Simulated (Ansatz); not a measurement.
Stepwise reaction of `[Cl][Ga]([Cl])[Br]` with hydrogen, as a gas-phase model of exchange steps in deposition or etching. ΔE in kJ/mol; ΔG adds harmonic PBE0-D4 terms to CCSD(T)/CBS, at 1 bar.

Isolated molecules relaxed with PBE0-D4/def2-TZVP in Ansatz; ΔE leaves out vibrations. CCSD(T)/CBS adds triple-zeta CCSD(T) − MP2 to the extrapolated MP2 energy (def2 sets, frozen cores). This one scheme is used for every species. Functionals use def2-TZVPP. B3LYP here is the variant with VWN-RPA as its local correlation; programs differ in this. For Br, Ga outer-core shells are correlated without core-valence functions, which leaves a few kJ/mol of doubt a bond. Scalar relativity is left out up to krypton.

```json
{"step": "1", "reaction": "`[Cl][Ga]([Cl])[Br]` + H₂ → `[Cl][GaH][Br]` + HCl", "PBE-D4": "83.0", "B3LYP-D4": "85.2", "ωB97M-V": "83.0", "CCSD(T)/CBS": "85.1", "ΔG(400 K)": "77.0"}
{"step": "2", "reaction": "`[Cl][GaH][Br]` + H₂ → `[GaH2][Br]` + HCl", "PBE-D4": "100.2", "B3LYP-D4": "101.4", "ωB97M-V": "99.3", "CCSD(T)/CBS": "101.9", "ΔG(400 K)": "98.5"}
```

Question: By hand: ΔE of the 2 steps together at CCSD(T)/CBS.

Answer: (85.1) + (101.9) = 187.0 kJ/mol, or 93.5 kJ/mol a step.

In ΔE each step is higher than the one before. All are uphill at CCSD(T)/CBS. ΔG lies between 77.0 and 98.5 kJ/mol a step. PBE-D4 differs from CCSD(T)/CBS by -2.1 to -1.7 kJ/mol a step. Isolated molecules leave out the surface, adducts and barriers. Largest T1 diagnostic: 0.011.
